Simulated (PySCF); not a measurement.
# Structure from NMR data

The spectra below were simulated for a compound C7H5NS.

¹H NMR (400 MHz, computed): δ 7.83 (d, 2H), 7.52 (m, 2H), 7.51 (m, 1H).

¹³C{¹H} NMR (computed): δ 135.5 (CH, 2C), 129.0 (CH), 128.3 (CH, 2C), 126.1 (C), 106.9 (C).

[PySCF 2.14: σ from GIAO-KT3/pcSseg-2; PBE0-D3(BJ)/def2-TZVP geometry; a single conformation; one averaged value for each set of equivalent atoms; isolated molecule; no relativistic terms]

Shifts are taken against calculated references (same method and geometry level): TMS for ¹H, ¹³C.

Deduce the structure.

Results:


Rings plus π bonds: 6. 5 carbon signals for 7 carbons: some carbons are equivalent by symmetry or fast rotation. Carbon types of the structure: 2 × C, 5 × CH, which accounts for all hydrogens. δC 135.5, 129.0, 128.3: aromatic CH; the aromatic region. δC 126.1: aromatic carbon bearing sulfur. δC 106.9: nitrile carbon; this is the usual window of a C≡N carbon, which has no attached hydrogen. δH 7.83, 7.52, 7.51: hydrogen on an aromatic CH; aromatic region.

Structure: `N#CSc1ccccc1`.

The data come from this structure; uniqueness wasn't tested.

Shifts are as computed. Against solution values, carbons near 30 ppm lie about +3 ppm off and those near 130 ppm about -1 ppm; carbons on S a further +5 ppm. Of 1309 compounds with measured shifts, 239 miss one by over three times the rms of a fit or turn the order of signals round; such compounds aren't used in these exercises. No couplings were computed; multiplicities are counted from neighbouring protons, with m where these are inequivalent, close in shift, in a saturated or five-membered ring or joined by F or P, and br s for small geminal =CH2 splittings.
